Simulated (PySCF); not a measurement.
Predicted microwave data (PBE0/pcSseg-1 in PySCF (dipole) on a GFN2-xTB geometry, gas phase) for one isomer of C7H9F3N2:

| Quantity | Value |
| --- | --- |
| Rotational constants | A = 1924, B = 592.8, C = 520.1 MHz |
| Dipole components | \|μa\| = 1.51 D, \|μb\| = 2.37 D, \|μc\| = 1.45 D |
| Inertial defect | -143.65 u·Å² |
| κ | -0.90 |

**Question.** Which structure is it? (One computed conformer of each.)
A. `[CH3:1][c:2]1[cH:3][n:4]([CH2:5][C:6]([F:7])([F:8])[F:9])[n:10][c:11]1[CH3:12]` with C3–N4–C5–C6 70°
B. `[CH2:1]=[CH:2]/[C:3](=[N:4]\[N:5]=[CH:6]\[CH2:7][CH3:8])[C:9]([F:10])([F:11])[F:12]` with C1–C2–C3–N4 179°, C3–N4–N5–C6 -105°, N5–C6–C7–C8 119°
C. `[CH2:1]=[CH:2]/[C:3]([CH2:4][CH3:5])=[N:6]/[N:7]=[CH:8]\[C:9]([F:10])([F:11])[F:12]` with C1–C2–C3–C4 7°, C2–C3–C4–C5 74°, C3–N6–N7–C8 113°
D. `[CH2:1]=[CH:2]/[CH:3]=[N:4]/[N:5]=[C:6](/[CH2:7][CH3:8])[C:9]([F:10])([F:11])[F:12]` with C1–C2–C3–N4 178°, C3–N4–N5–C6 103°, N5–C6–C7–C8 110°
E. `[CH3:1][c:2]1[cH:3][n:4][n:5]([CH2:6][C:7]([F:8])([F:9])[F:10])[c:11]1[CH3:12]` with N4–N5–C6–C7 90°

**Answer.** E. It is Cc1cnn(CC(F)(F)F)c1C, an asymmetric top, point group C1. The candidates at the same level (rigid rotor, commonest isotopes):

```tsv
SMILES	A (MHz)	B (MHz)	C (MHz)	μa (D)	μb (D)	μc (D)	Δ (u·Å²)	point group	rotor
C=C/C(CC)=N/N=C\C(F)(F)F	1761	497.7	465.9	2.07	0.79	0.92	-217.73	C1	near-prolate asymmetric top
C=C/C=N/N=C(/CC)C(F)(F)F	1674	504.5	443.3	0.25	1.24	0.81	-163.61	C1	near-prolate asymmetric top
C=C/C(=N\N=C\CC)C(F)(F)F	1852	413.6	364.5	3.21	2.58	0.87	-107.99	C1	near-prolate asymmetric top
Cc1cnn(CC(F)(F)F)c1C	1924	592.8	520.1	1.51	2.37	1.45	-143.65	C1	asymmetric top
Cc1cn(CC(F)(F)F)nc1C	2048	515.4	463.2	1.23	1.28	1.45	-136.16	C1	near-prolate asymmetric top
```

`Cc1cn(CC(F)(F)F)nc1C` has B 13 % too low; `C=C/C(CC)=N/N=C\C(F)(F)F` has B 16 % too low; `C=C/C=N/N=C(/CC)C(F)(F)F` has B 15 % too low; `C=C/C(=N\N=C\CC)C(F)(F)F` has B 30 % too low. No structure here is proved a minimum.
